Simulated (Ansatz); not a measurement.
`[Cl][GeH2][SiH2]Br` + CH₃OH → `C[O][GeH2][Cl]` + `[SiH3]Br`  (cleavage of the Ge–Si bond)

Gas-phase electronic energies from Ansatz, PBE0-D4/def2-TZVP geometries. CBS: MP2 limit from def2 TZ/QZ plus the TZ coupled-cluster correction, frozen cores. This one scheme is used for every species. DFT in def2-TZVPP. For Br, Ge outer-core shells are correlated without core-valence functions, which leaves a few kJ/mol of doubt a bond. Scalar relativity is left out up to krypton. Each species was taken in one conformer, which may not be the lowest.

| level | ΔE (kcal/mol) | difference from CCSD(T)/CBS |
| --- | --- | --- |
| revPBE-D4 | -0.1 | 3.0 |
| CAM-B3LYP-D4 | -4.3 | -1.2 |
| B2PLYP | -4.8 | -1.7 |
| BLYP | -3.5 | -0.4 |
| BHLYP | -5.1 | -2.0 |
| LC-ωPBE | -2.7 | 0.4 |
| CCSD/def2-SVP | -6.6 | -3.5 |
| MP2/def2-TZVPP | -5.1 | -2.0 |
| CCSD(T)/def2-TZVPP | -4.4 | -1.3 |
| SCS-MP2/def2-QZVPP | -5.8 | -2.7 |
| CCSD(T)/CBS | -3.1 | 0 |

Largest T1 diagnostic among the species: 0.011.

At CCSD(T), def2-SVP lies −3.5 kcal/mol from the extrapolated value and def2-TZVPP −1.3 kcal/mol. In def2-TZVPP, CCSD(T) changes the Hartree–Fock value by +3.7 kcal/mol (the triples alone add +0.2 kcal/mol) and MP2 by +2.9 kcal/mol. The D4 term adds +1.1 kcal/mol with B3LYP and +0.7 kcal/mol with PBE0; it sums over pairs of atoms, weighted by their polarisabilities, and B3LYP, whose exchange is more repulsive, gets the larger term.

B3LYP here is the variant with VWN-RPA as its local correlation; programs differ in this.
